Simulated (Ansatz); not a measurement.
`[Cl][In@H-]1[OH+][In@@H-]([Cl])[OH+]1`, charge 0, multiplicity 1.

Q: Give a relaxed structure at PBE0-D4/def2-TZVP (Ansatz 0.2.0). (Best estimate.)

A: The calculation gave: 
Z-matrix (Å, degrees):
```
In
O 1 2.144
In 1 3.291 2 39.9
O 1 2.144 2 79.7 3 -1.1
Cl 1 2.332 2 103.7 3 -102.8
H 1 1.692 2 115.1 3 111.9
H 2 0.962 1 112.8 3 120.3
Cl 3 2.332 1 108.6 2 -89.2
H 3 1.692 1 122.8 2 90.8
H 4 0.962 1 112.8 2 -119.2
```
Point group C2v.
This is one stationary point; other conformers may exist.
